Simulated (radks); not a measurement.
Question: Valence configurations of Mo II (all share [Kr]). Calculated with a radial shooting solver on a logarithmic mesh with Libxc functionals: scalar-relativistic Kohn-Sham, LDA (Slater exchange, Perdew-Wang correlation), spin-polarised, spherical densities, point nucleus; open shells are filled with parallel spins first (spin-orbit coupling, left out, can overturn this in heavy ions). Order these by energy: 4d5; 4d4 5p1; 4d3 5s1 5p1; 4d2 5s1 5p2; 4d3 5s2; 4d4 5s1; 4d2 5s2 5p1; 4d4.5 5s0.5; 4d3 5p2; 4d1 5s1 5p3.

Answer: From the lowest, in eV above it: 4d5 0.000; 4d4.5 5s0.5 0.559; 4d4 5s1 1.391; 4d3 5s2 5.571; 4d4 5p1 5.994; 4d3 5s1 5p1 8.933; 4d3 5p2 13.970; 4d2 5s2 5p1 15.096; 4d2 5s1 5p2 18.672; 4d1 5s1 5p3 30.762. NIST lists [Kr] 4d5 as the ground configuration; this level of theory agrees among the configurations tried. The energies are those of spherical high-spin densities, not of single terms.
